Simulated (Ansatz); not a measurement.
Frontier orbitals of CH₆BNSi.

Cartesian coordinates in Å:
```
B 1.222 -1.000 -0.790
C -0.108 -1.361 -0.085
N 0.046 -0.102 -0.037
Si -0.766 1.319 0.569
H 1.230 -0.907 -1.985
H 2.244 -1.101 -0.171
H -0.938 -1.945 0.316
H -1.038 2.211 -0.581
H 0.139 1.982 1.535
H -2.032 0.905 1.229
```

Charge 0, multiplicity 1. The bonds changed during the relaxation, so this is another structure than the one it started from. All single points use the PBE0-D4/def2-TZVP geometry. Basis def2-TZVPP, Ansatz.

```
functional  HOMO (eV)  LUMO (eV)  gap (eV)
       PBE      -6.61      -2.67      3.94
    revPBE      -6.59      -2.59      4.00
      BLYP      -6.55      -2.51      4.04
    B97M-V      -6.98      -2.39      4.59
      PBE0      -7.91      -1.54      6.37
     B3LYP      -7.74      -1.77      5.97
   ωB97M-V     -10.20       0.71     10.91
```

A quarter of exact exchange (PBE0) shifts PBE's HOMO by −1.30 eV and its LUMO by +1.13 eV; full exchange at long range (ωB97M-V) shifts them by −3.59 and +3.38 eV. The gap opens from 3.94 to 10.91 eV, since occupied levels lose self-interaction and empty ones feel all the electrons. A positive LUMO is unbound and depends on the basis.

B3LYP here is the variant with VWN-RPA as its local correlation; programs differ in this.
